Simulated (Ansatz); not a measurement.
ZrBrCl₃⁺, relaxed as a doublet with UKS PBE0-D4/def2-SVP in Ansatz, starting from the PBE0-D4/def2-SVP geometry of the neutral singlet. Force threshold 0.02 eV/Å.

In the def2 sets Zr takes a core potential; there is no spin–orbit coupling. The relaxation made no stability test and no search for a lower SCF solution. No other spin state of charge 1 was run.

Start:

```csv
atom,x (Å),y (Å),z (Å)
Zr1,0.017,0.027,-0.002
Br2,-1.307,-2.051,0.181
Cl3,2.207,-0.396,0.640
Cl4,-0.899,1.649,1.382
Cl5,-0.019,0.771,-2.200
```

```tsv
step	energy (eV)	largest force component (eV/Å)	SCF passes
1	-108851.5253	1.914	22
2	-108851.7235	0.553	40
3	-108851.7850	0.369	32
4	-108851.8582	0.553	30
5	-108851.9320	0.203	27
6	-108851.9407	0.117	23
7	-108851.9425	0.099	24
8	-108851.9428	0.034	28
9	-108851.9429	0.016	27
```

Force components are those of the run's own axes.

End:

```xyz
5

Zr   -0.064    0.298   -0.092
Br   -0.788   -2.161    0.346
Cl    1.849   -0.897    0.669
Cl   -0.948    1.818    1.349
Cl   -0.050    0.941   -2.272
```

By distances, no bond broke or formed. The bond that changes most is Zr1–Br2, from 2.47 to 2.60 Å (atoms count from 1).

No frequencies were taken in this run, so the end may be a saddle point.

Hardware: 4 threads of Arm Neoverse V1 on a shared host. Wall time 31 s.
